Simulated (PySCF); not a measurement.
Molecule: SMILES C=CC1=C(F)C=CC1=C, C8H7F.

Bonds (- single, = double, # triple, : aromatic): C1=C2, C2-C3, C3=C4, C4-F5, C4-C6, C6=C7, C7-C8, C8=C9, C8-C3. C1 carries H10, H11; C2 carries H12; C6 carries H13; C7 carries H14; C9 carries H15, H16. H11, H15 are cis to C3; H10, H16 are trans to C3.

Frames of a GFN2-xTB Langevin trajectory at 300 K; GIAO PBE0/pcSseg-1 shieldings in PySCF, gas phase, non-relativistic; equivalent atoms averaged within each frame.

Referencing at the same level of theory: ¹³C (σ = 186.93 ppm), ¹H (σ = 31.72 ppm) against TMS; CFCl3 for ¹⁹F (σ = 170.95 ppm). The references are static minima.

**Question.** How do the shifts (ppm) fluctuate along the trajectory?

**Answer.** 
| time (fs) | C4 | C8 | C2 | C7 | C9 | C6 | C1 | C3 | F5 | H12 |
| --- | --- | --- | --- | --- | --- | --- | --- | --- | --- | --- |
| 250 | 170.9 | 152.7 | 140.5 | 135.7 | 134.6 | 134.3 | 130.6 | 124.4 | -130.5 | 7.43 |
| 425 | 171.5 | 157.0 | 139.5 | 137.7 | 141.6 | 134.5 | 126.4 | 117.0 | -126.3 | 7.56 |
| 625 | 175.8 | 154.1 | 135.5 | 143.2 | 135.7 | 138.9 | 117.0 | 114.2 | -130.0 | 6.63 |
| 800 | 179.6 | 152.4 | 134.1 | 128.0 | 132.9 | 135.9 | 120.9 | 120.9 | -120.2 | 7.13 |
| 1000 | 178.2 | 149.0 | 133.0 | 135.0 | 130.0 | 129.6 | 111.6 | 126.9 | -128.0 | 7.54 |
| mean of frames | 175.2 | 153.0 | 136.5 | 135.9 | 135.0 | 134.6 | 121.3 | 120.7 | -127.0 | 7.26 |
| standard deviation | 3.9 | 2.9 | 3.3 | 5.5 | 4.3 | 3.4 | 7.5 | 5.2 | 4.1 | 0.39 |

5 frames give an uncertainty of the mean of about the standard deviation over 2.2 at best, since frames this close in time may not be independent; classical motion lacks zero-point vibration, and the reference would need the same averaging.
